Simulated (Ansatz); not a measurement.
System: CH4BO2, charge 0, multiplicity 2. It need not be the lowest isomer of its formula. 
Coordinates optimised at B3LYP-D3(BJ)/def2-TZVP (Ansatz, an electronic-structure program):
```xyz
8

C     -1.4134    -0.2907    -0.0298
B      0.1428     0.0719    -0.0105
O      0.4027     1.3279    -0.3869
O      1.1335    -0.7972     0.3511
H     -1.7129    -0.5948     0.9770
H     -2.0506     0.5322    -0.3461
H     -1.5670    -1.1312    -0.7122
H      0.8071    -1.6667     0.5990
```
Charge 0, spin multiplicity 2.

Basis-set convergence of Hartree-Fock and CCSD correlation energies (hartree) with Ansatz. Correlated levels leave the core frozen unless marked. Open shells are spin-unrestricted. No spin-orbit coupling. Non-relativistic.

```json
[
 {"basis": "aug-cc-pVDZ", "functions": "128", "E(HF)": "-214.70780", "E(corr, CCSD)": "-0.62046"},
 {"basis": "aug-cc-pVTZ", "functions": "276", "E(HF)": "-214.76555", "E(corr, CCSD)": "-0.74421"},
 {"basis": "aug-cc-pVQZ", "functions": "504", "E(HF)": "-214.77951", "E(corr, CCSD)": "-0.78387"}
]
```

Extrapolating the two largest sets (X = 3 and 4) as X^-3: E(corr) = (64·(-0.78387) - 27·(-0.74421))/37 = -0.8128 Eh, an estimate of the basis-set limit. The largest set recovers 96.4 % of it, the smallest 76.3 %.
